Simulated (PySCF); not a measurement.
Vertical excitations of a molecule C₃H₇NOSi from TDA-PBE/def2-SVPD run with PySCF, as energy in eV (oscillator strength): 4.91 (0.011), 5.03 (0.002), 5.31 (0.009), 5.50 (0.008), 5.53 (0.003), 6.01 (0.001), 6.05 (0.002), 6.21 (0.023), 6.48 (0.066), 6.58 (0.034). Lowest triplet (TDA): 4.23 eV. Geometry optimised at ωB97X-D3(BJ)/def2-SVP. The values are those of a single conformer.

Question: Pick the molecule that these values belong to.
A) C[SiH](C)N=C=O
B) C/C(C=O)=N/[SiH3]
C) N#CCC[SiH2]O
D) C1=CO[SiH2]NC1

Answer: D, C1=CO[SiH2]NC1
